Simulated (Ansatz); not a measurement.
Consider the formal loss of a carbene: `C[NH][Al]([OH])[OH]` → `[CH2]` (triplet) + `[NH2][Al]([OH])[OH]`.

Calculated with Ansatz (gas phase, PBE0-D4/def2-TZVP geometries, no zero-point term in ΔE). CCSD(T)/CBS is the MP2 limit (def2-TZVPP, def2-QZVPP) plus CCSD(T) − MP2 in def2-TZVPP, frozen cores. This one scheme is used for every species. DFT in def2-TZVPP. B3LYP here is the variant with VWN-RPA as its local correlation; programs differ in this. Triplets are unrestricted, without spin–orbit coupling. One conformer a species, not always the lowest.

`C[NH][Al]([OH])[OH]`:

Z-matrix (Å, degrees):
```
C
N 1 1.449
H 1 1.092 2 109.7
H 1 1.097 2 112.3 3 -119.2
H 1 1.097 2 112.3 3 119.2
Al 2 1.761 1 126.9 3 0.0
H 2 1.008 1 112.2 3 180.0
O 6 1.693 2 117.2 1 0.0
O 6 1.695 2 123.8 1 -180.0
H 8 0.955 6 122.3 2 -180.0
H 9 0.954 6 125.0 2 0.0
```

`[CH2]` (triplet):

Z-matrix (Å, degrees):
```
C
H 1 1.079
H 1 1.079 2 134.9
```

`[NH2][Al]([OH])[OH]`:

Z-matrix (Å, degrees):
```
N
Al 1 1.760
H 1 1.005 2 126.0
H 1 1.006 2 123.5 3 -180.0
O 2 1.695 1 123.6 3 0.0
O 2 1.692 1 117.6 3 -180.0
H 5 0.954 2 124.8 1 0.0
H 6 0.955 2 122.2 1 -180.0
```

```tsv
level	ΔE (kJ/mol)	difference from CCSD(T)/CBS
PBE-D4	399.9	10.2
r2SCAN-D4	368.1	-21.6
B3LYP-D4	386.8	-2.9
ωB97M-V	393.4	3.7
B2PLYP	382.8	-6.9
PBE	394.1	4.4
PBE0	385.1	-4.6
B3LYP	377.7	-12.0
HF/def2-TZVPP	247.7	-142.0
MP2/def2-TZVPP	390.4	0.7
SCS-MP2/def2-TZVPP	394.1	4.4
CCSD(T)/def2-TZVPP	380.5	-9.2
HF/def2-QZVPP	247.7	-142.0
SCS-MP2/def2-QZVPP	400.6	10.9
HF/CBS(def2)	247.6	-142.1
MP2/CBS(def2)	399.6	9.9
CCSD(T)/CBS	389.7	0
```

Largest T1 diagnostic among the species: 0.011.

From PBE to PBE0 (25 % exact exchange), in def2-TZVPP and without D4, ΔE moves by −9.0 kJ/mol. In def2-TZVPP, CCSD(T) changes the Hartree–Fock value by +132.7 kJ/mol (the triples alone add +10.9 kJ/mol) and MP2 by +142.7 kJ/mol. The D4 term adds +9.1 kJ/mol with B3LYP and +5.0 kJ/mol with PBE0; it sums over pairs of atoms, weighted by their polarisabilities, and B3LYP, whose exchange is more repulsive, gets the larger term.
